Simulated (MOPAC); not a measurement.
A run for MOPAC: PM7 on LiP+, 2S+1 = 4, a spin state set in the input, which need not be the lowest, a point of a bond scan (R = 2.888 Å). Charge +1.

```
PM7 1SCF PRECISE CHARGE=1 UHF MS=1.5 THREADS=1
LiP

Li     0.00000000 1     0.00000000 1     0.00000000 1
P      0.00000000 1     0.00000000 1     2.88750100 1
```

The log:

```
*******************************************************************************
 **                                                                           **
 **                              MOPAC v23.2.5                                **
 **                                                                           **
 *******************************************************************************
 ** MOPAC's Digital Object Identifier: https://doi.org/10.5281/zenodo.6511958 **
 **                                                                           **
 ** Please cite the open-source release paper for use of this MOPAC version:  **
 ** J. E. Moussa and J. J. P. Stewart (2026)                                  **
 ** MOPAC: An open-source semiempirical molecular orbital program             **
 ** J. Open Source Softw., 11(119), 8025, https://doi.org/10.21105/joss.08025 **
 *******************************************************************************

                              PM7 CALCULATION RESULTS

 *******************************************************************************
 *  PM7        - The PM7 Hamiltonian to be used
 *  UHF        - UNRESTRICTED HARTREE-FOCK CALCULATION
 *
 *
 *
 *                 CHARGE ON SYSTEM = +1
 *
 *
 *
 *  MS=        - IN MECI, MAGNETIC COMPONENT OF SPIN =  1.5
 *  PRECISE    - TIGHTER CRITERIA TO BE USED
 *  1SCF       - DO 1 SCF AND THEN STOP
 *  THREADS=1  - MULTI-THREADING NOT USED
 *  T=         - A TIME OF 172800.0 SECONDS REQUESTED
 *  DUMP=N     - RESTART FILE WRITTEN EVERY 7200.0 SECONDS REQUESTED
 *******************************************************************************
PM7 1SCF PRECISE CHARGE=1 UHF MS=1.5 THREADS=1
 LiP

   ATOM   CHEMICAL          X               Y               Z
  NUMBER   SYMBOL      (ANGSTROMS)     (ANGSTROMS)     (ANGSTROMS)

     1      Li          0.00000000  *   0.00000000  *   0.00000000  *
     2       P          0.00000000  *   0.00000000  *   2.88750100  *



          CARTESIAN COORDINATES

    NO.       ATOM           X           Y           Z

     1        Li          0.0000      0.0000      0.0000
     2         P          0.0000      0.0000      2.8875

 General Reference for PM7:
 "Optimization of Parameters for Semiempirical Methods VI: More Modifications to the
 NDDO Approximations and Re-optimization of Parameters", J. J. P. Stewart, J. Mol. Mod., 1:32, 19 (2013)
 https://link.springer.com/article/10.1007/s00894-012-1667-x

           Empirical Formula: Li P  =     2 atoms



      MOLECULAR POINT GROUP   :   C*v


          UHF CALCULATION, NO. OF ALPHA ELECTRONS =    4
                           NO. OF BETA  ELECTRONS =    1

 -------------------------------------------------------------------------------
 PM7 1SCF PRECISE CHARGE=1 UHF MS=1.5 THREADS=1
 LiP



     1SCF WAS SPECIFIED, SO BFGS WAS NOT USED
     SCF FIELD WAS ACHIEVED


                              PM7 CALCULATION
                                                       MOPAC v23.2.5 Linux




          FINAL HEAT OF FORMATION =        225.67983 KCAL/MOL =     944.24439 KJ/MOL


          COSMO AREA              =         93.28 SQUARE ANGSTROMS
          COSMO VOLUME            =         75.88 CUBIC ANGSTROMS

          IONIZATION POTENTIAL    =         14.373502 EV
          ALPHA SOMO LUMO (EV)    =        -14.374 -4.196
          BETA  SOMO LUMO (EV)    =        -45.030 -7.743
          NO. OF ALPHA ELECTRONS  =          4
          NO. OF BETA  ELECTRONS  =          1
          MOLECULAR WEIGHT        =         37.9138         POINT GROUP:  C*v

          MOLECULAR DIMENSIONS (Angstroms)

            Atom       Atom       Distance
            P     2   Li     1     2.88750
            P     2   Li     1     0.00000
           Li     1    P     2     0.00000


          SCF CALCULATIONS        =          1





   ATOM   CHEMICAL          X               Y               Z
  NUMBER   SYMBOL      (ANGSTROMS)     (ANGSTROMS)     (ANGSTROMS)

     1      Li          0.00000000  *   0.00000000  *   0.00000000  *
     2       P          0.00000000  *   0.00000000  *   2.88750100  *

                             CARTESIAN COORDINATES

   1   Li        0.000000000     0.000000000     0.000000000
   2    P        0.000000000     0.000000000     2.887501000


           Empirical Formula: Li P  =     2 atoms



      MOLECULAR POINT GROUP   :   C*v


          ALPHA EIGENVALUES
 -50.00946 -15.13589 -14.37350 -14.37350  -4.19563  -1.77806  -1.77806  -1.77554
  98.87633  98.88371  98.88371  99.28586  99.28586


           BETA EIGENVALUES
 -45.02995  -7.74295  -6.56631  -6.56631  -3.54020  -1.59543  -1.59543  -1.59077
  98.88513  98.89037  98.89037  99.29883  99.29883


              NET ATOMIC CHARGES AND DIPOLE CONTRIBUTIONS

  ATOM NO.   TYPE          CHARGE      No. of ELECS.   s-Pop       p-Pop       d-Pop
    1         Li           0.930373        0.0696     0.06950     0.00013
    2          P           0.069627        4.9304     1.98388     2.94633     0.00017
 DIPOLE           X         Y         Z       TOTAL
 POINT-CHG.     0.000     0.000   -10.365    10.365
 HYBRID        -0.000    -0.000     0.121     0.121
 SUM           -0.000    -0.000   -10.244    10.244


          ATOMIC ORBITAL ELECTRON POPULATIONS

     Atom    s        px        py        pz      x^2-y^2     xz        z^2       yz        xy
    1 Li   0.06950   0.00000   0.00000   0.00012
    2  P   1.98388   0.99999   0.99999   0.94634   0.00000   0.00001   0.00016   0.00001   0.00000


                    (SZ)    =    1.500000
                    (S**2)  =    3.750031


          ATOMIC ORBITAL SPIN POPULATIONS

    Atom   Total    s     px     py     pz   x^2-y^2  xz     z^2    yz     xy
         Atomic
    1 Li  0.0517  0.052  0.000  0.000  0.000
    2  P  2.9483  0.003  1.000  1.000  0.945  0.000  0.000  0.000  0.000  0.000

 **********************
 *                    *
 * JOB ENDED NORMALLY *
 *                    *
 **********************




 == MOPAC DONE ==
```

The run finished.

Cost: about 0.020 core-seconds (a rough figure).
